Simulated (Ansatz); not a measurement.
A structure relaxed at PBE-D4/def2-SVP in Ansatz, charge 0, singlet:

```xyz
18

Mg    0.552   -1.682    2.564
Mg    1.948   -2.345   -0.638
Mg   -1.220   -2.014   -0.114
Mg    2.844    0.617    1.112
Mg   -0.191    1.388    1.896
Mg    1.411    0.626   -1.782
Mg   -1.615   -0.072   -2.663
Mg   -0.719    2.890   -0.913
Mg   -3.010    0.592    0.539
S     0.595   -3.469    0.979
S     1.732    0.295    3.203
S     3.506   -0.548   -0.867
S    -1.622   -0.719    2.047
S     0.220   -1.595   -2.179
S    -3.294   -0.988   -1.231
S     1.402    2.314    0.131
S    -2.156    2.777    0.993
S    -0.383    1.933   -3.076
```

(1) Give its formula and point group.

(2) Summarise the bond lengths by kind (pairs closer than 1.2 times the sum of covalent radii, bridged metal pairs left out).

## Answers

(1) Mg₉S₉ (started as a model of: Mg9S9 zinc blende bond rod). Point group D3h (tolerance 0.1 Å).

(2) 30 × Mg–S 2.39 to 2.57 Å.
